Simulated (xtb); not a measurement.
BBrFHO, SMILES BrB(F)O. All values are semi-empirical tight-binding results from xtb (GFN2-xTB unless named), good for trends rather than for accurate numbers. Geometry: GFN2-xTB. Other conformers were not sampled.

Optimised geometry:

Bonded distances (Å): B1–F2 1.329, B1–Br3 1.867, B1–O4 1.321, O4–H5 0.958. Angles (°): F2–B1–Br3 118.4, F2–B1–O4 121.7, Br3–B1–O4 119.9, B1–O4–H5 120.2.
Charge 0, spin multiplicity 1.

| Item | Value |
|---|---|
| point group as xtb finds it | Cs |
| orbital gap | 5.62 eV |
| zero-point energy | 13.1 kcal/mol |
| G − E(el) at 298.15 K (modified RRHO) | -4.8 kcal/mol |
| static polarisability (D4 model) | 42.2 bohr³ |
| solvation energy, GFN2-xTB/ALPB(water) | -6.0 kcal/mol |
| solvation energy, GFN2-xTB/ALPB(thf) | -7.5 kcal/mol |

Computed atomic charges and the Wiberg bond orders between heavy atoms:
charges (e) B1 0.56, F2 -0.30, Br3 -0.16, O4 -0.43, H5 0.33. Bond orders B1–F2 1.03, B1–Br3 1.04, B1–O4 1.27.
